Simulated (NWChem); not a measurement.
Molecule: iodine monochloride (ICl); SMILES ClI

```xyz
2

Cl     0.0000     0.0000     1.7714
I      0.0000     0.0000    -0.5852
```
Atoms are numbered in this order, from 1.

Coordinates come from a PBE0/def2-SVP optimisation. def2 effective core potentials on I; no spin-orbit coupling.

Question: List the 4 lowest vertical singlet excitations from PBE/def2-SVPD with def2 effective core potentials on I, TDA (NWChem).

Answer: 
| state | energy (eV) | oscillator strength | leading excitation (squared amplitude) |
|---|---|---|---|
| S1 | 2.40 | 0.000 | HOMO → LUMO (0.98) |
| S2 | 2.40 | 0.000 | HOMO−1 → LUMO (0.98) |
| S3 | 4.47 | 0.001 | HOMO−2 → LUMO (0.98) |
| S4 | 4.47 | 0.001 | HOMO−3 → LUMO (0.98) |
